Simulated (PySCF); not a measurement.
Compound: triethylborane, C₆H₁₅B.
Structure used (PBE0-D3(BJ)/def2-SVP), in Å, numbered top down from 1:
```
atom  x, y, z in Å
C1    -1.979   -1.803   -0.185
C2    -1.038   -1.126    0.823
B3    -0.142   -0.074    0.056
C4    -0.538    1.450    0.119
C5     0.172    2.441   -0.793
C6     1.145   -0.572   -0.709
C7     2.342   -0.442    0.246
H8    -2.649   -1.074   -0.667
H9    -1.420   -2.311   -0.987
H10   -2.618   -2.560    0.297
H11   -0.409   -1.900    1.297
H12   -1.637   -0.658    1.621
H13   -1.637    1.519    0.004
H14   -0.390    1.726    1.184
H15   -0.164    3.477   -0.630
H16    1.262    2.426   -0.639
H17   -0.003    2.207   -1.855
H18    1.344    0.023   -1.615
H19    1.049   -1.625   -1.022
H20    3.279   -0.777   -0.226
H21    2.203   -1.047    1.157
H22    2.496    0.600    0.570
```

The calculation used PySCF, delta-SCF UKS SCAN, pcX-2 on the ionised atom, pcseg-1 elsewhere, spin-free X2C. Each 1s hole has a ground state of its own, since the core basis sits on the ionised atom alone.

```tsv
ionised atom	basis functions	E(ground) (Eh)	E(ionised) (Eh)
B3	204	-262.44858	-255.28156
C1	204	-262.45424	-251.77839
C2	204	-262.45422	-251.80761
```

Problem. Turn these total energies into binding energies.

Solution. E(ionised) − E(ground), at 27.2114 eV a hartree:

```
atom                environment  difference (Eh)  binding energy (eV)
  B3     three-coordinate boron          7.16702               195.02
  C1              methyl carbon         10.67585               290.50
  C2  sp3 carbon bound to boron         10.64661               289.71
```

Problem. How much do the ground-state energies differ, and what would follow from using one of them for all holes?

Solution. They run from -262.4542 Eh (core basis on C1) to -262.4486 Eh (on B3), 0.0056 Eh or 0.15 eV apart, for one and the same state in different bases and grids. Pairing the ion of B3 with the ground state of C1 would put its binding energy 0.15 eV too high.

Only 1s holes are shown. Topologically equivalent atoms share the value of their first member; where this conformer doesn't relate them by symmetry, their own values could differ. Geometry: PBE0-D3(BJ)/def2-SVP, one conformer, isolated molecule.

The run took 52 s of wall time on one thread, Arm Neoverse V2, shared host.
